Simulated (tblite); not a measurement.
Isomers of C5H14P2. Calculated harmonic vibrations of the isolated species, GFN2-xTB (tblite), most abundant isotopes, no scaling. Against measured fundamentals such values can be off by several per cent, at times by over 20. Modes of hydrogen on phosphorus can be 10 to 20 % off. One conformer each.

Electronic energies: GFN2-xTB at the same geometries; isomer energies are rough at this level and their order can be wrong.

| SMILES | electronic energy, lowest = 0 (kcal/mol) |
| --- | --- |
| CCCP(C)CP | 17.0 |
| CPCCP(C)C | 11.4 |
| CP(P)C(C)(C)C | 0.0 |
| CC(C)CPCP | 16.3 |

Task: How do GFN2-xTB zero-point energies change the relative energies?

Result: 
```
       SMILES  ZPE (kcal/mol)  of it from modes above 1550 cm⁻¹  electronic (kcal/mol)  with ZPE, lowest = 0 (kcal/mol)  lowest mode (cm⁻¹)  rings
CP(P)C(C)(C)C           110.3                              58.1                    0.0                              0.0                  68      0
    CPCCP(C)C           109.8                              58.5                   11.4                             10.9                  88      0
    CC(C)CPCP           109.4                              56.6                   16.3                             15.4                  46      0
    CCCP(C)CP           109.8                              57.6                   17.0                             16.6                  55      0
```

The zero-point energies span 0.9 kcal/mol, from `CC(C)CPCP` to `CP(P)C(C)(C)C`. The order is unchanged.

Task: What do entropy and thermal enthalpy add at 298.15 K and 1 bar (rigid rotor, harmonic oscillator, one conformer each)?

Result: 
```tsv
SMILES	point group	symmetry number	S (cal/(mol K))	H − H(0) (kcal/mol)	ZPE + H − H(0) − TS (kcal/mol)
CP(P)C(C)(C)C	C1	1	100.0	7.57	88.0
CPCCP(C)C	C1	1	100.1	7.44	87.3
CC(C)CPCP	C1	1	103.5	7.43	86.0
CCCP(C)CP	C1	1	103.4	7.55	86.5
```
